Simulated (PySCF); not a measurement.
1-chlorobuta-1,2-diene (C₄H₅Cl), SMILES ClC=C=CC.

Geometry: B3LYP-D3(BJ)/def2-SVP.

Two levels are set side by side: TDDFT-PBE/def2-SVPD (PySCF) and TDDFT-ωB97X/def2-SVPD (PySCF). Vertical, same geometry. The lowest singlet is HOMO→LUMO 99 % with PBE and HOMO→LUMO 95 % with the other functional; states are paired by order. Differences are taken from unrounded values.

| quantity | TDDFT-ωB97X | TDDFT-PBE | TDDFT-PBE minus TDDFT-ωB97X |
|---|---|---|---|
| lowest singlet excitation (eV) | 5.19 | 4.60 | -0.60 |
| lowest triplet excitation (TDA) (eV) | 4.30 | 4.17 | -0.13 |
| first bright state (f over 0.05) (eV) | 7.26 | 6.25 | -1.01 |
| its oscillator strength | 0.33 | 0.18 | -0.15 |

Functionals without exact exchange tend to place singlet excitations lower, as here. Differences between two approximate levels are no errors against the true value.

Rough cost on one machine, each run with all the roots and properties that it gave: TDDFT-ωB97X against TDDFT-PBE about 6 times.
